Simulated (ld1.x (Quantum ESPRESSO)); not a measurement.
# Reading a pseudo-wave (titanium (Ti))

Columns: radius, all-electron u(r) and pseudo u(r) of the 3p shell (level -38.86 eV) of titanium in the configuration [Ne] 3s2 3p6 3d2 4s2 4p0; PBE, scalar-relativistic, TM scheme, ld1.x (Quantum ESPRESSO) 7.5.

| r (bohr) | all-electron | pseudo |
| --- | --- | --- |
| 0.158 | 0.5234 | -0.0764 |
| 0.315 | 0.2041 | -0.2822 |
| 0.473 | -0.3831 | -0.5614 |
| 0.630 | -0.8015 | -0.8293 |
| 0.788 | -0.9995 | -0.9999 |
| 0.945 | -1.0298 | -1.0298 |
| 1.102 | -0.9630 | -0.9630 |
| 1.260 | -0.8499 | -0.8499 |
| 1.418 | -0.7232 | -0.7232 |
| 1.575 | -0.6013 | -0.6013 |
| 1.732 | -0.4917 | -0.4917 |
| 1.890 | -0.3968 | -0.3968 |
| 2.047 | -0.3178 | -0.3178 |
| 2.205 | -0.2526 | -0.2526 |
| 2.362 | -0.2000 | -0.2000 |
| 2.520 | -0.1577 | -0.1577 |
| 2.678 | -0.1239 | -0.1239 |
| 2.835 | -0.0973 | -0.0973 |
| 2.992 | -0.0762 | -0.0762 |
| 3.150 | -0.0595 | -0.0595 |
| 3.308 | -0.0464 | -0.0464 |
| 3.465 | -0.0362 | -0.0362 |
| 3.622 | -0.0282 | -0.0282 |
| 3.780 | -0.0219 | -0.0219 |
| 3.938 | -0.0170 | -0.0170 |
| 4.095 | -0.0131 | -0.0131 |

How many radial nodes do the two functions have?

The all-electron 3p function has n − l − 1 = 1; the pseudo-wave has 0, since the states of the same l below it are removed with the core.

At about which radius was the pseudo-wave matched?

0.90 bohr, where the columns begin to agree (steps of 0.16 bohr).

Is the pseudo-wave norm-conserving?

Yes: the TM scheme keeps the norm inside the radius equal to the all-electron one, which fixes the energy derivative of the logarithmic derivative at the level.
